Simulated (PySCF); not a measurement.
Calculation: B3LYP-D3(BJ)/def2-TZVP (PySCF 2.14.0). All species are isolated molecules in the gas phase. B3LYP has the VWN-RPA correlation part, as in Gaussian. 

Reference species (SMILES): `C(C=C)#C` (neutral, multiplicity 1).

The LUMO is -1.20 eV. The HOMO–LUMO gap comes out as 5.78 eV and the dipole moment is 0.42 D.

Changed species: `C=C1C=C1`.

### Question
Give the shifts of the LUMO, HOMO–LUMO gap and dipole moment.

### Answer
the LUMO goes up by 0.38 eV, to -0.82 eV; the HOMO–LUMO gap drops by 0.80 eV, to 4.98 eV; the dipole moment increases by 1.71 D, to 2.13 D.
